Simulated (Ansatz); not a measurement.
# Worked example: NbCl5 + GeH(GeH3)Cl → NbCl4 + GeH(GeH3)Cl2

Gas-phase species: NbCl5 (niobium pentachloride) `[Cl][Nb]([Cl])([Cl])([Cl])[Cl]`, singlet; GeH(GeH3)Cl, doublet; NbCl4 `[Cl][Nb]([Cl])([Cl])[Cl]`, doublet; GeH(GeH3)Cl2, singlet. A radical takes Cl: the energy is the difference in strength between the Nb–Cl bond broken and the Ge–Cl bond made.

Shapes, held fixed at every level: PBE0-D4/def2-TZVP. Programs: Ansatz 0.2.0. The zero-point and thermal change to 298 K, harmonic and unscaled (PBE0-D4/def2-TZVP), is +2.2 kJ/mol.

At CCSD(T)/def2-TZVPP; 1 Eh = 2625.50 kJ/mol:

| species | energy (Eh) |
| --- | --- |
| NbCl5 | -2355.735747 |
| GeH(GeH3)Cl | -4613.343899 |
| NbCl4 | -1895.966332 |
| GeH(GeH3)Cl2 | -5073.159694 |

Q: Work out ΔH(298 K) of the reaction at this level.

A: 
1. Products less reactants: (-1895.966332) + (-5073.159694) − [(-2355.735747) + (-4613.343899)] = -0.046380 Eh = -121.8 kJ/mol.
2. With the thermal change: -121.8 + (+2.2) = -119.6 kJ/mol.

Other levels give -149.1 (CCSD/def2-TZVPP) to -80.7 kJ/mol (r2SCAN-D4/def2-TZVPP). No measured value is set beside it here. Open shells run unrestricted. For atoms past krypton def2 sets carry core potentials with scalar relativity. Relativity is left out for Ge. Outer-core shells of Ge, Nb are correlated, in sets that cover them unevenly.
